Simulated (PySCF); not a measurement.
This PySCF input asks for the NMR shieldings of `C=C[CH2][AlH][CH3]`, C4H9Al; the geometry comes from GFN2-xTB.

```python
import basis_set_exchange as bse
import numpy as np
from pyscf import gto, dft
from pyscf.prop import nmr

atoms = """
C    -2.494916   -0.586305    0.613442
C    -1.735376    0.499191    0.698961
C    -0.367357    0.518837    1.283070
Al    0.758724   -0.269847   -0.199293
C     2.698768    0.036093   -0.509344
H    -3.473644   -0.567117    0.165014
H    -2.168889   -1.528863    1.026352
H    -2.092342    1.432991    0.278632
H    -0.327427   -0.126210    2.169874
H    -0.088106    1.526937    1.606727
H    -0.034452   -1.205755   -1.142124
H     3.088966   -0.670315   -1.252559
H     2.937574    1.039809   -0.880046
H     3.297800   -0.099918    0.399153
"""
names = dict.fromkeys(["C", "Al", "H"], "pcSseg-1")
basis = {el: gto.basis.parse(bse.get_basis(n, elements=[el], fmt="nwchem")) for el, n in names.items()}
mol = gto.M(atom=atoms, basis=basis, charge=0, verbose=0)
mf = dft.RKS(mol, xc="PBE0")
mf.grids.level = 2
mf.grids.alignment = dft.numint.BLKSIZE   # the property module wants whole blocks of grid points
mf.conv_tol = 1e-9
mf.kernel()

calc = nmr.RKS(mf)   # GIAO
C = mf.mo_coeff
Co = C[:, mf.mo_occ > 0]
resp = mf.gen_response(singlet=True, hermi=2)
def vind(x):   # induced exchange potential for any number of trial vectors
    d = np.einsum("pi,xij,qj->xpq", C, 2 * x.reshape(-1, C.shape[1], Co.shape[1]), Co, optimize=True)
    return np.einsum("xpq,pi,qj->xij", resp(d - d.transpose(0, 2, 1)), C, Co, optimize=True).ravel()
mo1, _ = nmr.rhf.solve_mo1(calc, with_cphf=vind)
sigma = calc.kernel(mo1)
for i, s in enumerate(sigma):   # ppm
    print("%2d %-2s %9.2f" % (i, mol.atom_pure_symbol(i), np.trace(s) / 3))
```

Question: Give the expected output.

Answer: 
```
 0 C      66.61
 1 C      41.81
 2 C     159.20
 3 Al    253.06
 4 C     188.95
 5 H      26.30
 6 H      26.49
 7 H      25.38
 8 H      29.78
 9 H      29.84
10 H      26.32
11 H      31.46
12 H      31.69
13 H      31.67
```

These numbers come from an equivalent density-fitted implementation of the same equations, which agrees with the script to about 0.01 ppm for H and up to a few tenths of a ppm for heavy atoms, so last digits may differ.

Size and cost of the density-fitted run: 137 basis functions, 13 s wall time on 1 thread of an Arm Neoverse V1, shared host.
